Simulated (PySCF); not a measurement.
C₂H₂BF₂N, SMILES FB1C=N[C@H]1F. The structure is a stationary point at PBE-D3(BJ)/def2-SVP. The structure was generated by enumeration; whether it is a known compound was not checked.

Computed equilibrium geometry at PBE-D3(BJ)/def2-SVP (PySCF confirms it by a frequency run) as bond lengths and angles:
Atoms: F1 B2 C3 N4 C5 F6 H7 H8. Bond lengths (Å): F1–B2 1.326, B2–C3 1.550, B2–C5 1.597, C3–N4 1.313, C3–H7 1.104, N4–C5 1.509, C5–F6 1.368, C5–H8 1.110. Bond angles (°): F1–B2–C3 133.4, F1–B2–C5 132.2, C3–B2–C5 85.9, B2–C3–N4 89.0, B2–C3–H7 146.7, N4–C3–H7 122.8, C3–N4–C5 98.6, B2–C5–N4 80.8, B2–C5–F6 119.2, B2–C5–H8 121.4, N4–C5–F6 113.6, N4–C5–H8 108.5, F6–C5–H8 109.4.
